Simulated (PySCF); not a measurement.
## Partial charges of `O=CNC1=CCOC1`

Compound: C₅H₇NO₂.
Z-matrix (Å and degrees, GFN2-xTB geometry), rows numbered from 1:
```
O 
C   1  1.2015
N   2  1.3586  1  126.42
C   3  1.3882  2  126.08  1    -0.13
C   4  1.3299  3  127.14  2  -179.97
C   5  1.4949  4  109.18  3  -179.99
O   6  1.4202  5  105.65  4     0.06
C   7  1.4179  6  110.34  5    -0.08
H   2  1.1065  1  122.89  3   179.94
H   3  1.0104  2  118.62  1  -179.98
H   5  1.0731  4  128.27  3     0.09
H   6  1.1000  5  112.18  4  -119.09
H   6  1.0999  5  112.18  4   119.20
H   8  1.0971  4  111.89  3    60.56
H   8  1.0971  4  111.87  3   -60.68
```

Density: PBE0/pcSseg-1 (PySCF); schemes: Mulliken, IAO, Hirshfeld and ESP-fitted. Isolated species at its GFN2-xTB geometry (one conformer only).

Q: Atoms with like bonding are taken together and averaged. Which atoms carry the lowest charge in the Mulliken, IAO, Hirshfeld and ESP-fitted schemes?

A: The schemes don't all agree: Mulliken O7 (-0.536); IAO O1 (-0.461); Hirshfeld O1 (-0.251); ESP-fitted N3 (-0.722).

Q: Do the Mulliken, IAO, Hirshfeld and ESP-fitted schemes agree on where the charge is highest?

A: The schemes don't all agree: Mulliken C2 (+0.404); IAO C2 (+0.307); Hirshfeld H10 (+0.148); ESP-fitted C2 (+0.615).

Q: Give the atomic charges in each scheme.

A: In e; atoms taken as equivalent share a row and are averaged (×n: the atom named and its like, n in all):

```
   atom                      environment  Mulliken     IAO  Hirshfeld  ESP-fitted
     O1                     amide oxygen    -0.414  -0.461     -0.251      -0.543
     C2            amide carbonyl carbon    +0.404  +0.307     +0.143      +0.615
     N3                   amide nitrogen    -0.481  -0.302     -0.083      -0.722
     C4  vinylic carbon bearing nitrogen    -0.003  +0.083     +0.041      +0.420
     C5                 alkene CH carbon    -0.226  -0.242     -0.090      -0.596
     C6       sp3 carbon bound to oxygen    +0.164  -0.046      0.000      +0.344
     O7              cyclic ether oxygen    -0.536  -0.406     -0.158      -0.525
     C8       sp3 carbon bound to oxygen    +0.224  -0.057     -0.005      +0.188
     H9                  formyl hydrogen    +0.075  +0.106     +0.050      +0.004
    H10               amide N–H hydrogen    +0.199  +0.284     +0.148      +0.387
    H11                 vinylic hydrogen    +0.085  +0.153     +0.051      +0.223
H12/H13               methylene hydrogen    +0.117  +0.136     +0.038      +0.028
H14/H15               methylene hydrogen    +0.137  +0.155     +0.039      +0.076
```

Mean size of the charges over all atoms: ESP-fitted 0.318 e, Mulliken 0.221 e, IAO 0.202 e, Hirshfeld 0.078 e. Each set sums to the total charge, 0, to within 0.001 e. The ESP scheme is a least-squares fit of atom-centred charges to the potential on four shells outside the van der Waals surface, with the total charge fixed. The Mulliken scheme counts on each atom the diagonal of the density matrix times the overlap matrix over that atom's basis functions.

Q: How closely do the schemes follow one another over all atoms?

A: Correlation coefficient and root-mean-square difference: IAO with Hirshfeld 0.97, 0.139 e; Mulliken with ESP-fitted 0.90, 0.192 e; Mulliken with IAO 0.90, 0.117 e; Mulliken with Hirshfeld 0.87, 0.188 e; IAO with ESP-fitted 0.85, 0.232 e; Hirshfeld with ESP-fitted 0.84, 0.316 e.

Q: Sum the charges by element, for elements with more than one atom.

A: 
```csv
element,atoms,Mulliken,IAO,Hirshfeld,ESP-fitted
O,2,-0.950,-0.867,-0.409,-1.068
C,5,+0.563,+0.044,+0.090,+0.970
H,7,+0.869,+1.126,+0.402,+0.820
```
